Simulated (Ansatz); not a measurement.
In₇As₇, relaxed as a singlet with RKS PBE-D4/def2-SVP in Ansatz, starting from the GFN2-xTB geometry. Force threshold 0.03 eV/Å.

In the def2 sets In takes a core potential; there is no spin–orbit coupling. Single mean-field runs in def2-SVP are fitted with def2-universal-jkfit.

Start:

| atom | x (Å) | y (Å) | z (Å) |
| --- | --- | --- | --- |
| In1 | 0.0283 | 1.9760 | 0.4362 |
| In2 | 0.4182 | -3.4706 | -0.9457 |
| In3 | 1.5972 | -0.6886 | 1.5114 |
| In4 | -1.5958 | -0.9622 | 0.7660 |
| In5 | -3.0200 | 2.5413 | 1.0501 |
| In6 | 0.4807 | -0.3597 | -1.9184 |
| In7 | 1.8034 | 4.2326 | -1.0791 |
| As8 | -0.9500 | -3.6353 | 1.3305 |
| As9 | -0.5815 | 0.5857 | 2.7372 |
| As10 | -0.9906 | 4.2961 | -0.2790 |
| As11 | 1.5263 | -3.4222 | 1.6186 |
| As12 | 0.9082 | -2.5866 | -3.2758 |
| As13 | 2.4463 | 1.0018 | -0.5429 |
| As14 | -2.0705 | 0.4918 | -1.4092 |

Estimate the energy that the relaxation releases and the steps that it takes.

67.0 kcal/mol, in 43 steps; 6.4 min on 2 threads of AMD EPYC 7R13 on a shared host and a share (18 GiB) of an NVIDIA H100 80GB HBM3. No frequencies were taken in this run, so the end may be a saddle point.

Does the start keep its bonding and symmetry?

Bonds lost: In2–As11, In6–As14 (atoms count from 1). Bonds formed: In2–As14, In5–As14, In6–As11, In7–As12, As10–As14 (atoms count from 1). Metal–metal contacts that move far: In1–In7 3.25 to 4.60 Å, In1–In5 3.16 to 3.72 Å.

Predict the relaxed structure.


Cartesian coordinates in Å:
```
In 0.628 1.911 0.887
In -0.629 -1.682 -1.670
In 1.608 -0.656 2.462
In -1.597 -0.874 1.367
In -3.037 2.482 1.189
In 2.302 -0.590 -0.842
In -0.356 1.414 -3.584
As -0.997 -3.331 0.446
As -0.561 0.777 3.131
As -1.045 2.658 -0.996
As 1.366 -2.701 0.763
As 1.377 -0.920 -3.218
As 3.209 1.046 1.004
As -2.267 0.466 -0.938
```
Bond lengths (bridged metal pairs left out): 19 × As–In 2.57 to 3.03 Å; 2 × As–As 2.47 to 2.51 Å.
